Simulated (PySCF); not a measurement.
Can point charges reproduce the dipole moment of `CN(CCC=C)[SiH2]C#C`?

Coordinates (GFN2-xTB, Å) and charges (e) from the PBE0/pcSseg-1 density (PySCF):

| atom | x | y | z | Mulliken | IAO | Hirshfeld | ESP-fitted |
| --- | --- | --- | --- | --- | --- | --- | --- |
| C1 | 3.181 | -1.900 | 0.053 | -0.2098 | -0.1946 | -0.0883 | -0.3865 |
| C2 | 2.674 | -1.030 | -0.605 | -0.1796 | -0.3534 | -0.1601 | -0.0982 |
| Si3 | 1.840 | 0.334 | -1.559 | +0.7859 | +0.8889 | +0.3822 | +0.4097 |
| N4 | 0.546 | 1.110 | -0.727 | -0.7781 | -0.4997 | -0.1699 | -0.3146 |
| C5 | 0.812 | 2.072 | 0.314 | -0.0648 | -0.2992 | -0.0682 | -0.3233 |
| C6 | -0.749 | 0.487 | -0.631 | +0.0049 | -0.1379 | -0.0211 | -0.1286 |
| C7 | -0.859 | -0.552 | 0.501 | -0.2014 | -0.2735 | -0.0769 | +0.2405 |
| C8 | -2.174 | -1.256 | 0.458 | -0.2429 | -0.1290 | -0.0356 | -0.2493 |
| C9 | -3.086 | -1.198 | 1.410 | -0.1478 | -0.3258 | -0.1092 | -0.4834 |
| H10 | 3.634 | -2.665 | 0.618 | +0.0630 | +0.2013 | +0.0961 | +0.3089 |
| H11 | 2.837 | 1.376 | -1.811 | -0.1000 | -0.1255 | -0.0728 | -0.0653 |
| H12 | 1.247 | -0.254 | -2.762 | -0.0955 | -0.1268 | -0.0726 | -0.0653 |
| H13 | 0.941 | 1.604 | 1.297 | +0.1076 | +0.1206 | +0.0330 | +0.1170 |
| H14 | -0.016 | 2.783 | 0.379 | +0.1097 | +0.1370 | +0.0418 | +0.1301 |
| H15 | 1.722 | 2.618 | 0.078 | +0.1203 | +0.1455 | +0.0457 | +0.1451 |
| H16 | -0.960 | -0.007 | -1.582 | +0.1176 | +0.1319 | +0.0381 | +0.0702 |
| H17 | -1.507 | 1.266 | -0.478 | +0.1152 | +0.1303 | +0.0353 | +0.1026 |
| H18 | -0.733 | -0.061 | 1.467 | +0.1178 | +0.1317 | +0.0389 | +0.0228 |
| H19 | -0.046 | -1.273 | 0.371 | +0.1555 | +0.1473 | +0.0341 | +0.0070 |
| H20 | -2.361 | -1.832 | -0.440 | +0.1026 | +0.1393 | +0.0441 | +0.1662 |
| H21 | -2.925 | -0.631 | 2.313 | +0.1063 | +0.1419 | +0.0421 | +0.1941 |
| H22 | -4.026 | -1.716 | 1.336 | +0.1134 | +0.1497 | +0.0438 | +0.2003 |

Q: Compute μ = Σ q r for each scheme (1 e·Å = 4.803 D) and compare with the dipole of the full density.

A: The full density gives (-0.17, 0.12, 0.75) D, 0.78 D in size; dipole vectors point from the negative to the positive end.

```csv
scheme,μx,μy,μz,size (D),share of the full size (%),angle to the full dipole (°)
Mulliken,-1.36,2.14,0.05,2.54,325,74
IAO,-0.07,0.66,-0.56,0.87,111,119
Hirshfeld,-0.10,0.51,-0.07,0.52,67,86
ESP-fitted,-0.20,0.15,0.74,0.78,100,3
```

Q: Which set comes closest?

A: Length of the difference vector: ESP-fitted 0.04 D, Hirshfeld 0.91 D, IAO 1.42 D, Mulliken 2.44 D. Closest: ESP-fitted. ESP charges are fitted to the potential around the molecule, whose slowest-falling term is the dipole's. The schemes that divide the density aren't constrained to reproduce the dipole.

Q: What is left for the Hirshfeld atoms' own dipoles?

A: The Hirshfeld atoms' densities add up to the full density, so μ = Σ q r + Σ (atomic dipoles). The atomic dipoles sum to (-0.17, 0.12, 0.75) − (-0.10, 0.51, -0.07) = (-0.07, -0.39, 0.82) D, 0.91 D in size.

Q: With the origin at the mean of the coordinates, (0.000, -0.033, 0.000) Å, which are the largest single terms, by size, of the IAO dipole along the direction of the full one?

A: Si3 -7.91, C9 -2.91, C2 +2.26, H21 +1.90, H12 +1.81 D; all 22 atoms together -0.42 D. The single terms depend on the origin, their sum doesn't.

Q: Give the size of the full dipole in other units.

A: 0.78 D = 0.307 au = 0.162 e·Å = 2.60 × 10⁻³⁰ C·m.

The structure is a single GFN2-xTB conformer in the gas phase; no vibrational or solvent corrections.

The values belong to the conformer `[CH:1]#[C:2][SiH2:3][N:4]([CH3:5])[CH2:6][CH2:7][CH:8]=[CH2:9]`: C2–Si3–N4–C5 77°, Si3–N4–C6–C7 82°, N4–C6–C7–C8 -174°, C6–C7–C8–C9 -117°.
